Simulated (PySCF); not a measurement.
## Calculated data, CH6GeNO, CH2ClGeO, CH4GeN, CH3ClGeN

Computed with PySCF 2.14.0. Calculation on a computer-drawn molecule: the log of a Hartree-Fock and frozen-core CCSD(T) single point meant for a local Hartree-Fock minimum, with one planted fault or none, to be diagnosed. Offsets are logged minus clean, where the clean run is the same molecule without the fault. The reference is restricted for singlets and unrestricted otherwise, and also for a bond in bohr or an excited solution. Adding or removing an electron swaps singlet and doublet. The excited solution moves the top pair (singlet) or top alpha electron (doublet) to the lowest empty orbital. Highest occupied and lowest empty are orbital energies over both spins, largest force is the largest gradient component, triples share is (T) over the correlation energy, the T1 limit is 0.02 restricted and 0.045 unrestricted, electrons count all cores, a negative frequency is imaginary (commonest isotopes), and the dipole is about the centre of nuclear charge; on germanium a core potential holds 10 electrons, which the energies leave out, and 3d is frozen in MP2 and coupled-cluster steps.

Common to all runs: meant charge 0; meant multiplicity 2; meant basis and core potential on germanium cc-pVDZ-PP ECP10MDF; logged SCF converged yes; possible faults no fault, one electron removed, one electron added, multiplicity raised by two, geometry at a saddle point, SCF held on an excited solution, minimal basis STO-3G, one bond length entered in bohr, all coordinates scaled.

(1) 
```xyz
10
formula=CH6GeNO meant_basis=cc-pVDZ logged_electrons=60 logged_basis_functions=95 logged_spin_squared=0 logged_highest_occupied=-0.5737 logged_lowest_empty=9.0368 logged_largest_force=0.086426 logged_T1_diagnostic=0.013429 logged_D1_diagnostic=0.046477 logged_triples_share=0.025718 logged_CC_converged=yes logged_dipole_magnitude=5.0974 logged_SCF_stable_within_its_kind=yes logged_energy_HF=-464.00504 logged_energy_CCSD(T)=-464.67419 planted_fault=one_electron_added HF_energy_offset_from_clean_run=27.93 CCSD(T)_energy_offset_from_clean_run=3.059
C      0.3414     0.2406     0.0985
Ge    -0.4713    -1.3923     0.7204
N      0.2653    -2.7594    -0.2522
O     -0.1030    -1.7363     2.4254
H      1.3228     0.2528    -0.3670
H     -0.1240     1.2105     0.2452
H     -1.9965    -1.3035     0.7151
H     -0.1296    -3.6662    -0.0701
H      0.2718    -2.6133    -1.2472
H      0.8155    -1.8867     2.5985
```

Units: logged_highest_occupied, logged_lowest_empty in eV; logged_largest_force in hartree/bohr; logged_dipole_magnitude in debye; logged_energy_HF, logged_energy_CCSD(T) in hartree; HF_energy_offset_from_clean_run, CCSD(T)_energy_offset_from_clean_run in kcal/mol.

Drawn bonds:
| atom | other atom | order |
| --- | --- | --- |
| 1 | 2 | 1 |
| 2 | 3 | 1 |
| 2 | 4 | 1 |
| 1 | 5 | 1 |
| 1 | 6 | 1 |
| 2 | 7 | 1 |
| 3 | 8 | 1 |
| 3 | 9 | 1 |
| 4 | 10 | 1 |

(2) 
```xyz
10
formula=CH6GeNO meant_basis=cc-pVDZ logged_electrons=59 logged_basis_functions=95 logged_spin_squared=0.7614 logged_highest_occupied=-10.672 logged_lowest_empty=2.4347 logged_largest_force=2.975e-05 logged_lowest_frequency=122.4 logged_T1_diagnostic=0.012103 logged_D1_diagnostic=0.044091 logged_triples_share=0.023402 logged_CC_converged=yes logged_dipole_magnitude=2.1233 logged_SCF_stable_within_its_kind=yes logged_energy_HF=-464.04954 logged_energy_CCSD(T)=-464.67906 planted_fault=no_fault HF_energy_offset_from_clean_run=0 CCSD(T)_energy_offset_from_clean_run=0
C      0.3414     0.2406     0.0985
Ge    -0.4713    -1.3923     0.7204
N      0.2653    -2.7594    -0.2522
O     -0.1030    -1.7363     2.4254
H      1.3228     0.2528    -0.3670
H     -0.1240     1.2105     0.2452
H     -1.9965    -1.3035     0.7151
H     -0.1296    -3.6662    -0.0701
H      0.2718    -2.6133    -1.2472
H      0.8155    -1.8867     2.5985
```

Units: logged_highest_occupied, logged_lowest_empty in eV; logged_largest_force in hartree/bohr; logged_lowest_frequency in cm⁻¹; logged_dipole_magnitude in debye; logged_energy_HF, logged_energy_CCSD(T) in hartree; HF_energy_offset_from_clean_run, CCSD(T)_energy_offset_from_clean_run in kcal/mol.

Drawn bonds:
| atom | other atom | order |
| --- | --- | --- |
| 1 | 2 | 1 |
| 2 | 3 | 1 |
| 2 | 4 | 1 |
| 1 | 5 | 1 |
| 1 | 6 | 1 |
| 2 | 7 | 1 |
| 3 | 8 | 1 |
| 3 | 9 | 1 |
| 4 | 10 | 1 |

(3) 
```xyz
6
formula=CH2ClGeO meant_basis=cc-pV(D+d)Z logged_electrons=65 logged_basis_functions=84 logged_spin_squared=3.7742 logged_highest_occupied=-5.9764 logged_lowest_empty=0.3683 logged_largest_force=0.13794 logged_T1_diagnostic=0.04949 logged_D1_diagnostic=0.2972 logged_triples_share=0.026016 logged_CC_converged=yes logged_dipole_magnitude=3.4023 logged_SCF_stable_within_its_kind=yes logged_energy_HF=-866.62016 logged_energy_CCSD(T)=-867.13938 planted_fault=multiplicity_raised_by_two HF_energy_offset_from_clean_run=76.76 CCSD(T)_energy_offset_from_clean_run=114
C     -0.0399    -0.1156    -0.6089
Ge     1.6119    -1.0283    -0.5083
O      2.4359    -1.5178     0.7884
Cl     2.3148    -1.3610    -2.5001
H     -0.4790     0.1529    -1.5616
H     -0.5653     0.1493     0.3009
```

Units: logged_highest_occupied, logged_lowest_empty in eV; logged_largest_force in hartree/bohr; logged_dipole_magnitude in debye; logged_energy_HF, logged_energy_CCSD(T) in hartree; HF_energy_offset_from_clean_run, CCSD(T)_energy_offset_from_clean_run in kcal/mol.

Drawn bonds:
| atom | other atom | order |
| --- | --- | --- |
| 1 | 2 | 1 |
| 2 | 3 | 2 |
| 2 | 4 | 1 |
| 1 | 5 | 1 |
| 1 | 6 | 1 |

Notes: T1 above single-reference limit.

(4) 
```xyz
10
formula=CH6GeNO meant_basis=cc-pVDZ logged_electrons=60 logged_basis_functions=95 logged_spin_squared=0 logged_highest_occupied=1.5619 logged_lowest_empty=8.937 logged_largest_force=0.070959 logged_T1_diagnostic=0.029538 logged_D1_diagnostic=0.14216 logged_triples_share=0.028042 logged_CC_converged=yes logged_dipole_magnitude=7.3596 logged_SCF_stable_within_its_kind=yes logged_energy_HF=-463.9172 logged_energy_CCSD(T)=-464.59372 planted_fault=one_electron_added HF_energy_offset_from_clean_run=74.07 CCSD(T)_energy_offset_from_clean_run=47.65
C     -0.3961    -1.2699    -0.8290
N      0.4287    -1.0999    -1.9463
Ge     0.1299    -1.8550    -3.5846
O     -1.3955    -1.3131    -4.3218
H     -0.9753    -2.1849    -0.7876
H     -0.0471    -0.8540     0.1089
H      1.0131    -0.2875    -1.9099
H     -0.0546    -3.3557    -3.4397
H      1.3133    -1.4352    -4.4540
H     -1.5407    -0.3781    -4.3102
```

Units: logged_highest_occupied, logged_lowest_empty in eV; logged_largest_force in hartree/bohr; logged_dipole_magnitude in debye; logged_energy_HF, logged_energy_CCSD(T) in hartree; HF_energy_offset_from_clean_run, CCSD(T)_energy_offset_from_clean_run in kcal/mol.

Drawn bonds:
| atom | other atom | order |
| --- | --- | --- |
| 1 | 2 | 1 |
| 2 | 3 | 1 |
| 3 | 4 | 1 |
| 1 | 5 | 1 |
| 1 | 6 | 1 |
| 2 | 7 | 1 |
| 3 | 8 | 1 |
| 3 | 9 | 1 |
| 4 | 10 | 1 |

Notes: T1 above single-reference limit; highest electron not bound in this basis.

(5) 
```xyz
7
formula=CH4GeN meant_basis=cc-pVDZ logged_electrons=49 logged_basis_functions=71 logged_spin_squared=0.8443 logged_highest_occupied=-2.5823 logged_lowest_empty=-1.4103 logged_largest_force=0.053268 logged_dipole_magnitude=3.0838 logged_SCF_stable_within_its_kind=no logged_energy_HF=-387.76161 planted_fault=SCF_held_on_an_excited_solution HF_energy_offset_from_clean_run=129.2
C      1.8229    -0.3438    -0.8130
N      2.1658     0.6369    -0.1157
Ge     1.3295     1.1532     1.4699
H      0.9925    -1.0221    -0.5844
H      2.3709    -0.5748    -1.7306
H      0.8315     2.5940     1.2692
H      2.3971     1.1177     2.5757
```

Units: logged_highest_occupied, logged_lowest_empty in eV; logged_largest_force in hartree/bohr; logged_dipole_magnitude in debye; logged_energy_HF in hartree; HF_energy_offset_from_clean_run in kcal/mol.

Drawn bonds:
| atom | other atom | order |
| --- | --- | --- |
| 1 | 2 | 1 |
| 2 | 3 | 2 |
| 1 | 4 | 1 |
| 1 | 5 | 1 |
| 3 | 6 | 1 |
| 3 | 7 | 1 |

Notes: coupled-cluster numbers left out as unreliable.

(6) 
```xyz
7
formula=CH3ClGeN meant_basis=cc-pV(D+d)Z logged_electrons=65 logged_basis_functions=89 logged_spin_squared=3.7729 logged_highest_occupied=-6.8611 logged_lowest_empty=-0.86493 logged_largest_force=0.14846 logged_T1_diagnostic=0.025833 logged_D1_diagnostic=0.11217 logged_triples_share=0.028693 logged_CC_converged=yes logged_dipole_magnitude=2.39 logged_SCF_stable_within_its_kind=yes logged_energy_HF=-846.82635 logged_energy_CCSD(T)=-847.35641 planted_fault=multiplicity_raised_by_two HF_energy_offset_from_clean_run=75.3 CCSD(T)_energy_offset_from_clean_run=96.42
C     -0.1490     0.2231     1.3938
N     -0.2166    -0.5053     0.3759
Ge     0.0592     0.1037    -1.3594
Cl    -1.8981     0.1143    -2.3273
H     -0.3228    -0.2152     2.3791
H      0.0740     1.2950     1.3904
H      0.8926    -0.9539    -2.0999
```

Units: logged_highest_occupied, logged_lowest_empty in eV; logged_largest_force in hartree/bohr; logged_dipole_magnitude in debye; logged_energy_HF, logged_energy_CCSD(T) in hartree; HF_energy_offset_from_clean_run, CCSD(T)_energy_offset_from_clean_run in kcal/mol.

Drawn bonds:
| atom | other atom | order |
| --- | --- | --- |
| 1 | 2 | 1 |
| 2 | 3 | 2 |
| 3 | 4 | 1 |
| 1 | 5 | 1 |
| 1 | 6 | 1 |
| 3 | 7 | 1 |
